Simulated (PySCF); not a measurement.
Se(F)(NMe2) (C2H6FNSe), SMILES CN(C)[Se]F.

The structure is a stationary point at ωB97X-D3(BJ)/def2-SVP. The structure was generated by enumeration, and PubChem lists no compound with its InChIKey, so it may never have been made. One conformer was computed; it need not be the lowest.

Two levels are set side by side: PBE/def2-TZVP (PySCF) and CAM-B3LYP/def2-TZVP (PySCF). Same geometry, gas phase. Differences are taken from unrounded values.

```tsv
quantity	PBE
orbital gap (eV)	3.23
highest occupied level (eV)	-5.17
lowest empty level (eV)	-1.94
dipole moment (D)	2.80
mean polarisability (bohr³)	61.5
```

Q: These are the PBE values. What does CAM-B3LYP give? (Estimate from the structure and the level; the computed values follow.)

A: 
```csv
quantity,CAM-B3LYP,PBE minus CAM-B3LYP
orbital gap (eV),7.96,-4.73
highest occupied level (eV),-7.88,2.72
lowest empty level (eV),0.08,-2.01
dipole moment (D),2.84,-0.04
mean polarisability (bohr³),58.2,3.3
```

PBE's occupied levels lie high since its potential decays too fast outside the molecule; exact exchange lowers them and widens the gap. PBE's more diffuse valence density responds more strongly to a field. Differences between two approximate levels are no errors against the true value.

Rough cost on one machine, each run with all the roots and properties that it gave: CAM-B3LYP against PBE within a factor of 2.
